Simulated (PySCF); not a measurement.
# Computed spin Hamiltonian

Compound: C5H12NSi (doublet state).
Z-matrix (Å and degrees, GFN2-xTB geometry), rows numbered from 1:
```
C 
C   1  1.5058
Si  2  1.9526  1  109.65
N   3  1.6497  2  105.83  1   -75.26
C   3  1.9064  2   98.27  1   171.61
C   5  1.4911  3  119.97  2    96.12
C   5  1.4935  3  117.42  2   165.81
H   1  1.0915  2  110.32  3  -177.78
H   1  1.0863  2  110.67  3    62.32
H   1  1.0877  2  111.01  3   -58.02
H   2  1.0845  1  111.31  3  -119.16
H   2  1.0868  1  111.15  3   118.99
H   3  1.4761  2  105.97  1    61.97
H   4  1.0073  3  124.82  2   118.91
H   5  1.0823  3  114.80  2   -51.18
H   6  1.0776  5  117.79  7  -107.12
H   6  1.0811  5  118.51  7   108.60
H   7  1.0781  5  118.27  6   107.34
H   7  1.0810  5  118.29  6  -108.93
```

The hyperfine couplings belong to this conformer and change with its torsions.

Identity: `CC[Si@H]([NH])C1CC1` [radical].

Method used: PySCF 2.14.0, UKS B3LYP, pcH-1 on C H N Si, non-relativistic, mean-field spin-orbit, GIAO. Isolated species at its GFN2-xTB geometry (one conformer only). Couplings are sensitive to structure, and on GFN2-xTB geometries they can be far from those on DFT ones. The SCF solution wasn't tested for stability.

```json
{"g1, g2, g3": "2.00219, 2.00441, 2.01031", "g_iso": "2.00564", "Form of g": "rhombic: the two nearest values differ by 27 % of g3 − g1", "⟨S²⟩": "0.7564 (exact 0.7500)", "α and β electrons": "32, 31", "HOMO–LUMO gap, α and β orbitals": "7.68, 3.24 eV", "Basis functions": "305"}
```

Hyperfine couplings atom by atom, in 10⁻⁴ cm⁻¹; T1 to T3 are the principal values of the dipolar part; ρ(0) is the spin density at the nucleus (1 × 10⁻⁴ cm⁻¹ = 2.998 MHz):

| atom | isotope | a_iso | of which spin–orbit | T1 | T2 | T3 | Mulliken spin population | ρ(0) (bohr⁻³) |
| --- | --- | --- | --- | --- | --- | --- | --- | --- |
| C1 | 13C | -2.3 | 0.0 | -0.4 | -0.2 | 0.6 | 0.00 | -0.0060 |
| C2 | 13C | 20.5 | 0.0 | -4.5 | -4.3 | 8.8 | 0.14 | 0.0546 |
| Si3 | 29Si | 22.4 | 0.0 | -2.0 | -0.6 | 2.6 | -0.06 | -0.0757 |
| N4 | 14N | 8.1 | 0.1 | -12.4 | -12.0 | 24.4 | 0.86 | 0.0747 |
| C5 | 13C | 16.1 | 0.0 | -2.4 | -2.3 | 4.7 | 0.07 | 0.0429 |
| C6 | 13C | -0.6 | 0.0 | -0.2 | -0.1 | 0.3 | 0.00 | -0.0015 |
| C7 | 13C | -1.1 | 0.0 | -0.4 | 0.0 | 0.4 | 0.01 | -0.0029 |
| H8 | 1H | 4.4 | 0.0 | -0.6 | -0.2 | 0.8 | 0.00 | 0.0029 |
| H9 | 1H | -0.1 | 0.0 | -1.2 | -0.5 | 1.7 | 0.00 | -0.0001 |
| H10 | 1H | 1.1 | 0.0 | -0.7 | -0.3 | 1.0 | 0.00 | 0.0008 |
| H11 | 1H | -2.6 | 0.0 | -2.3 | 0.0 | 2.4 | 0.00 | -0.0018 |
| H12 | 1H | 3.9 | 0.0 | -2.2 | -0.4 | 2.7 | 0.00 | 0.0026 |
| H13 | 1H | -1.0 | 0.0 | -0.9 | -0.6 | 1.6 | 0.00 | -0.0006 |
| H14 | 1H | -17.0 | 0.1 | -15.5 | -2.5 | 18.0 | -0.03 | -0.0114 |
| H15 | 1H | 1.8 | 0.0 | -1.4 | -0.3 | 1.7 | 0.00 | 0.0012 |
| H16 | 1H | 1.1 | 0.0 | -1.1 | -0.9 | 2.0 | 0.00 | 0.0008 |
| H17 | 1H | 0.2 | 0.0 | -0.4 | -0.3 | 0.6 | 0.00 | 0.0001 |
| H18 | 1H | 0.0 | 0.0 | -0.9 | -0.7 | 1.6 | 0.00 | 0.0000 |
| H19 | 1H | 0.1 | 0.0 | -0.5 | -0.2 | 0.7 | 0.00 | 0.0001 |

The largest Mulliken spin populations are on N4 (+0.86), C2 (+0.14), C5 (+0.07) and Si3 (-0.06).

Axes: g2 points within 9° of the C2–H11 bond and g3 points within 15° of the N4–H14 bond.

Under fast tumbling the dipolar parts average out, and these isotropic splittings remain (the largest six): 1 × 1H (H14, I = 1/2, 2 lines) with 1.81 mT, 1 × 14N (N4, I = 1, 3 lines) with 0.87 mT, 1 × 1H (H12, I = 1/2, 2 lines) with 0.42 mT, 1 × 1H (H11, I = 1/2, 2 lines) with 0.28 mT, 1 × 1H (H15, I = 1/2, 2 lines) with 0.20 mT and 3 × 1H (H8/H9/H10, I = 1/2, 4 lines) with 0.19 mT.

Means are taken over nuclei equivalent by connectivity, which assumes that they swap fast. The three 1H nuclei of mean +5.4 MHz run from -0.4 to 13.1 MHz in the frozen geometry.

The 13C coupling of C2 (61.4 MHz) shows only in satellite lines or after enrichment, since that isotope makes up about 1.07 % of natural carbon.

The 29Si coupling of Si3 (67.1 MHz) shows only in satellite lines or after enrichment, since that isotope makes up about 4.7 % of natural silicon.

The spin density at the nucleus, in bohr⁻³, is negative for Si3 (-0.0757), H14 (-0.0114) and C1 (-0.0060), for instance. A restricted open-shell determinant has no negative spin density anywhere; here it arises because α and β orbitals differ (spin polarisation).
